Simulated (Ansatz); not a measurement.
trans-dichloroethylene (C$_{2}$H$_{2}$Cl$_{2}$), singlet, geometry from GFN2-xTB, atoms displaced at random by about 0.08 Å a coordinate; PBE/6-31G, gradient run with Ansatz (a quantum-chemistry and plane-wave program).

Here is a job for Ansatz.
Ansatz 0.2 input:
```yaml
crystal:
  periodic: [false, false, false]
  atoms:
    - {symbol: Cl, position_ang: [2.22408678, 0.38064557, -0.01417840]}
    - {symbol: C, position_ang: [0.54019120, -0.31553736, -0.00056510]}
    - {symbol: C, position_ang: [-0.63274490, 0.45353100, 0.08224725]}
    - {symbol: Cl, position_ang: [-2.08602199, -0.31155852, 0.02293884]}
    - {symbol: H, position_ang: [0.50081084, -1.47805602, -0.05449042]}
    - {symbol: H, position_ang: [-0.67639772, 1.38436186, -0.03078126]}
basis:
  gaussian:
    orbitals: 6-31G
hamiltonian:
  xc: pbe
output: {forces: true}
```

Question: Write the output that Ansatz gives for this input, abridged.

Answer: 
```
Functional definition: PBE
600 factors; integrals over basis functions are off by at most 2.6e-4 eV
mean field evaluation 1: about -27131.5054 eV, gradient 3.4e1 eV
mean field evaluation 2: about -27127.5467 eV, gradient 4.9e1 eV
mean field evaluation 4: about -27134.3935 eV, gradient 6.4e0 eV
mean field evaluation 8: about -27134.5010 eV, gradient 3.5e-1 eV
mean field -27134.50142165 eV, -997.1745348199 hartree, gradient 2.0e-5 eV, S^2 0.000000; 0 other end points of the search recorded, 0 dependent functions left out
the calculation of the forces begins
reference -27134.50144480 eV, -997.1745356707 hartree; 24, 24 occupied and 24, 24 virtual orbitals, 600 factors
Total energy: -27134.50144480 eV, -997.1745356707 hartree
Atom 0 at     2.224087     0.380646    -0.014178 Å, force    -0.511734    -0.077211    -0.015713 eV/Å
Atom 1 at     0.540191    -0.315537    -0.000565 Å, force    -2.078629    -0.305153     0.244522 eV/Å
Atom 2 at    -0.632745     0.453531     0.082247 Å, force     6.719834    -7.886491     0.057548 eV/Å
Atom 3 at    -2.086022    -0.311559     0.022939 Å, force    -4.392801    -2.188451     0.028759 eV/Å
Atom 4 at     0.500811    -1.478056    -0.054490 Å, force     0.230671     2.069474     0.197839 eV/Å
Atom 5 at    -0.676398     1.384362    -0.030781 Å, force     0.032660     8.387832    -0.512955 eV/Å
Dipole moment:    -0.126061    -0.011161    -0.033684 e Å
```
